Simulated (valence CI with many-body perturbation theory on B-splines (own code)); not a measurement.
Results of a calculation; reference values are marked as such.
**Level structure of Nb³⁶⁺**

Method: configuration interaction combined with many-body perturbation theory (CI+MBPT): three valence electrons over a frozen Dirac-Fock core [He], radial functions for each j: 11 s, 11 p, 9 d, 7 f, 5 g, 2 h, 1 i, with the one-electron correlation potential Σ1 (screened to all orders), the two-electron term Σ2, the three-electron term Σ3, Breit, model QED; selected single and double excitations, second order for the rest (own B-spline code, finite nucleus).

No measured spectrum was set against this ion. As an estimate, large intervals hold to a few tenths of a per cent, small ones and those within an open d or f shell to about a per cent.

Levels 46 to 90 of 97, with energies above the lowest level, (2s^2 2p1/2) J=1/2. "Leading %" is the weight of the configuration and term that name the level; weights of strongly mixed levels are sums over their largest components and can fall short. In the jj column 3d3/2^4 stands for four electrons in 3d with j = 3/2.

```csv
No.,Configuration,Term,J,E (Ry),Leading %,Leading jj,g
46,2s 2p 3p,4D,7/2,224.58,100,2s 2p3/2 3p3/2 (100 %),1.421
47,2s 2p 3p,2P,3/2,224.84,49,2s 2p3/2 3p3/2 (96 %),1.509
48,2p2 3p,4D°,1/2,224.90,42,2p1/2^2 3p1/2 (92 %),0.663
49,2s 2p 3p,2D,5/2,225.61,52,2s 2p3/2 3p3/2 (96 %),1.375
50,2s 2p 3p,2S,1/2,225.76,52,2s 2p3/2 3p3/2 (94 %),1.535
51,2s 2p 3p,2P,1/2,226.55,59,2s 2p3/2 3p1/2 (91 %),1.139
52,2s 2p 3p,2D,3/2,226.63,67,2s 2p3/2 3p1/2 (93 %),0.965
53,2s 2p 3d,4F°,9/2,227.28,100,2s 2p3/2 3d5/2 (100 %),1.327
54,2s 2p 3d,4D°,5/2,227.30,50,2s 2p3/2 3d3/2 (97 %),1.261
55,2s 2p 3d,4D°,7/2,227.38,50,2s 2p3/2 3d3/2 (62 %),1.320
56,2s 2p 3d,4P°,3/2,227.46,47,2s 2p3/2 3d3/2 (90 %),1.406
57,2s 2p 3d,4P°,1/2,227.55,87,2s 2p3/2 3d3/2 (97 %),2.332
58,2p2 3p,4D°,3/2,227.59,26,2p1/2^2 3p3/2 (87 %),1.343
59,2s 2p 3d,2D°,5/2,228.25,45,2s 2p3/2 3d5/2 (98 %),1.291
60,2s 2p 3p,2D,5/2,228.41,75,2s 2p3/2 3p3/2 (86 %),1.247
61,2s 2p 3d,2D°,3/2,228.60,40,2s 2p3/2 3d5/2 (90 %),1.150
62,2s 2p 3p,2P,3/2,228.72,39,2s 2p3/2 3p3/2 (62 %),1.315
63,2s 2p 3d,2F°,7/2,229.02,84,2s 2p3/2 3d5/2 (63 %),1.181
64,2p2 3s,4P,3/2,229.31,38,2p1/2 2p3/2 3s (42 %),1.224
65,2s 2p 3p,2S,1/2,229.33,62,2s 2p3/2 3p3/2 (82 %),1.744
66,2p2 3s,4P,3/2,229.39,31,2p1/2^2 3d3/2 (57 %),1.099
67,2s 2p 3d,2P°,1/2,229.49,84,2s 2p3/2 3d5/2 (96 %),0.675
68,2p2 3s,2P,1/2,229.92,58,2p1/2 2p3/2 3s (81 %),1.253
69,2p2 3s,2D,5/2,230.12,33,2p1/2 2p3/2 3s (62 %),1.318
70,2p2 3d,4D,5/2,230.65,16,2p1/2^2 3d5/2 (65 %),1.241
71,2p2 3s,2D,3/2,230.67,52,2p1/2 2p3/2 3s (86 %),1.030
72,2s 2p 3d,2F°,5/2,231.08,66,2s 2p3/2 3d3/2 (86 %),0.932
73,2s 2p 3d,2D°,3/2,231.23,69,2s 2p3/2 3d3/2 (79 %),0.905
74,2p2 3p,4P°,1/2,231.36,39,2p1/2 2p3/2 3p1/2 (92 %),1.609
75,2s 2p 3d,2F°,7/2,231.43,84,2s 2p3/2 3d5/2 (92 %),1.165
76,2s 2p 3d,2P°,1/2,231.67,84,2s 2p3/2 3d3/2 (88 %),0.697
77,2p2 3p,4D°,3/2,231.74,48,2p1/2 2p3/2 3p1/2 (87 %),1.123
78,2s 2p 3d,2D°,5/2,232.01,73,2s 2p3/2 3d5/2 (93 %),1.151
79,2s 2p 3d,2P°,3/2,232.27,84,2s 2p3/2 3d5/2 (88 %),1.306
80,2p2 3p,2F°,5/2,232.45,38,2p1/2 2p3/2 3p1/2 (86 %),1.104
81,2p2 3p,2P°,3/2,233.67,35,2p1/2 2p3/2 3p1/2 (91 %),1.391
82,2p2 3p,4D°,5/2,233.79,52,2p1/2 2p3/2 3p3/2 (99 %),1.421
83,2p2 3p,4P°,1/2,234.02,39,2p1/2 2p3/2 3p3/2 (97 %),1.745
84,2p2 3p,2D°,3/2,234.34,47,2p1/2 2p3/2 3p3/2 (93 %),1.217
85,2p2 3p,2F°,7/2,234.69,53,2p1/2 2p3/2 3p3/2 (96 %),1.263
86,2p2 3p,2P°,3/2,235.21,46,2p1/2 2p3/2 3p3/2 (97 %),1.372
87,2p2 3p,2D°,5/2,235.65,50,2p1/2 2p3/2 3p3/2 (94 %),1.182
88,2p2 3d,4F,3/2,235.97,42,2p1/2 2p3/2 3d3/2 (97 %),0.941
89,2p2 3d,4F,5/2,236.05,53,2p1/2 2p3/2 3d3/2 (96 %),0.974
90,2p2 3d,4D,1/2,236.16,81,2p1/2 2p3/2 3d3/2 (100 %),0.212
```

Where two levels of one J and parity lie close, their mixing, g and order are uncertain.
